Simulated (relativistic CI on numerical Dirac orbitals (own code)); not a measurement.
**Hyperfine structure of In IV, mass number 115**

Calculated at this level of theory: Dirac-Coulomb-Breit CI, KLI orbitals optimised for each configuration, a model potential for QED, valence Slater integrals scaled by 0.85, P86 correlation energy added to each configuration (own radial code, finite nucleus).

Configurations in the expansion (outside the closed core [Kr]): 4d10, 4d9 5s, 4d9 4f, 4d9 5p, 4d9 5d, 4d9 6s, 4d9 6p, 4d9 6d, 4d9 5f, 4d9 5g, 4d9 6f, 4d9 6g. Double excitations out of closed p, d and f shells are left out; levels of such configurations are missing from the list, as are those of other unlisted configurations, and high levels can miss mixing partners.

Nuclear spin I = 9/2, μ = 5.5326 μN, Q = 0.772 b (tables of Stone and Pyykkö). The electronic factors are computed for point nuclear moments, without core polarisation; leaving it out makes A of s and p electrons in near-neutral atoms 20 to 40 % too small, and it can dominate for d and f shells.

```csv
Level,E (cm⁻¹),A (MHz),B (MHz)
4d9 5s 3D_3,133532.2,5178,-1330
4d9 5s 3D_2,135793.3,-1590,-833
4d9 5s 3D_1,140430.8,-3360,-503
4d9 5s 1D_2,143613.7,6831,-1240
4d9 5p 3P°_2,197259.4,266.9,-485
4d9 5p 3F°_3,200182.3,1822,-832
4d9 5p 3P°_1,203460.9,1076,62.3
4d9 5p 3F°_4,203896.8,985.2,-247
```

Levels with J = 0, under 50 % of one LS term, or S terms without an open s electron are left out. Small factors come from cancelling terms and can be off by tens of per cent or more.

For a near-neutral ion this model can misplace configurations by up to about 10,000 cm⁻¹ (more where the count of f electrons changes) and terms by 10 to 25 % of their spread. Rates follow the energies as ν³ (E1, M1) or ν⁵ (E2), so they and the lifetimes can be off by large factors. The fine structure of a lone outer electron comes out too small, for d and f at times inverted, and misplaced configurations move strength between like terms. 42 of the 69 excited levels that our extract of the measured tables holds in this range could be paired (the sources list more); they are missed by 2483 cm⁻¹ on average and 4952 at most, and levels without a partner can miss by more.

(1) Give the hyperfine levels of 4d9 5s 3D_3 relative to its centre of gravity.

## Answers

(1) With K = F(F + 1) − I(I + 1) − J(J + 1), E = AK/2 + B[¾K(K + 1) − I(I + 1)J(J + 1)]/[2I(2I − 1)J(2J − 1)]: F = 3/2: -86050, F = 5/2: -72830, F = 7/2: -54390, F = 9/2: -30820, F = 11/2: -2223, F = 13/2: 31290, F = 15/2: 69570 MHz.

LS names give the leading component of a level, which can be under half, so a name can repeat, a term be missing and a line seem to break the LS rules.
